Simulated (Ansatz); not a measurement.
Relaxation of AlCl$_{2}$H$_{2}$O (6 atoms, charge 0, multiplicity 2), to a largest force component of 0.03 eV/Å in at most 50 steps.

Level of theory: Ansatz 0.2.0, UKS BLYP/6-31G*.

```xyz
6
Properties=species:S:1:pos:R:3
Al 0.008 0.012 -0.138
H -0.002 -0.033 1.428
Cl 1.834 0.015 -1.203
Cl -1.821 0.020 -1.203
O -0.011 0.019 3.631
H -0.523 -0.834 3.642
```

Q: Where does it end, and by what steps?

A: The run converged. The force dipped under the threshold on the way, but the program's further checks kept it going. After 33 steps the energy has fallen by 2.277 eV; O5 moved furthest, 1.58 Å. Parted: Al1–H2. Joined: Al1–O5, H2–O5.

| step | energy less start (eV) | largest force component (eV/Å) | accepted |
| --- | --- | --- | --- |
| 0 | 0.0000 | 0.396 | yes |
| 2 | -0.1519 | 0.783 | yes |
| 4 | -0.5777 | 2.093 | yes |
| 6 | -0.9261 | 6.622 | yes |
| 8 | -1.3681 | 0.167 | yes |
| 10 | -1.3994 | 0.106 | yes |
| 12 | -1.4186 | 0.441 | yes |
| 14 | -1.4502 | 1.344 | yes |
| 16 | -1.6011 | 0.490 | yes |
| 18 | -1.7551 | 1.163 | yes |
| 20 | -2.1305 | 0.502 | yes |
| 22 | -2.2367 | 0.524 | yes |
| 24 | -2.2628 | 0.098 | yes |
| 26 | -2.2706 | 0.262 | yes |
| 28 | -2.2748 | 0.095 | yes |
| 30 | -2.2766 | 0.174 | no |
| 32 | -2.2774 | 0.048 | yes |
| 33 | -2.2774 | 0.021 | yes |

```xyz
6
Properties=species:S:1:pos:R:3
Al -0.260 -0.735 0.113
H 0.616 0.329 2.235
Cl 1.729 0.129 -0.236
Cl -1.926 0.324 -0.774
O -0.277 -0.067 2.076
H -0.396 -0.782 2.743
```

Whether the end is a true minimum wasn't checked by a vibrational analysis.

The run took 77 s on 2 threads of Arm Neoverse V1 (shared host), peak memory 0.2 GiB.
